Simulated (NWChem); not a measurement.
System: CuH2SO, doublet; SMILES [OH][Cu][SH]

```xyz
5

Cu     0.0121    -0.3606     0.0000
O     -0.0667    -2.1214     0.0000
H      0.7719    -2.5986     0.0000
S      0.0447     1.7583     0.0000
H     -1.3034     1.8930     0.0000
```
Atoms are numbered in this order, from 1.

Program: NWChem. Spin-unrestricted. In the optimisation the excess spin sits in a" (Cs, its own frame). Coordinates come from a PBE0/def2-SVP, spin-unrestricted optimisation. The spin multiplicity was typed, not searched, and may not be the lowest. No stability test was run on the SCF state. Total energies of different functionals are on different scales.

```tsv
level	energy (Ha)	highest occupied level (eV)	lowest empty minus highest occupied level, either spin (eV)	dipole (D)	<S²>
PBE/def2-SVP	-2114.2383	-6.06	0.89	0.43	0.752
PW6B95/def2-SVP	-2115.9779	-7.25	2.93	0.53	0.756
PW91/def2-SVP	-2114.8571	-6.12	0.89	0.42	0.752
```
